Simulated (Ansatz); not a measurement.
def2 core potentials replace the inner electrons of Sb.

CH5O2Sb, SMILES `[CH3][Sb]([OH])[OH]` (O–Sb–O–H torsion -90°, O–Sb–O–H torsion -51°) (charge 0, multiplicity 1)

The numbers are results of CAM-B3LYP-D3(BJ)/def2-TZVP // B3LYP-D3(BJ)/def2-SVP (Ansatz, a first-principles code), not measurements.

```json
{
  "HOMO": "-8.65 eV",
  "dipole_moment": "1.44 D",
  "LUMO": "0.16 eV",
  "HOMO–LUMO gap": "8.81 eV",
  "total_energy": "-431.8603 Ha",
  "cost": "roughly 9 core-seconds"
}
```

```xyz
9

C      1.3116    -0.1998    -0.1536
Sb    -0.6368     0.1851    -1.0359
O     -0.9630     1.5786     0.3755
O     -1.5590    -1.3604    -0.1596
H      1.5803    -1.2566    -0.2970
H      1.2282     0.0343     0.9184
H      2.0818     0.4421    -0.6060
H     -1.7918     2.0490     0.2052
H     -1.2514    -1.4723     0.7530
```
Charge 0, spin multiplicity 1.
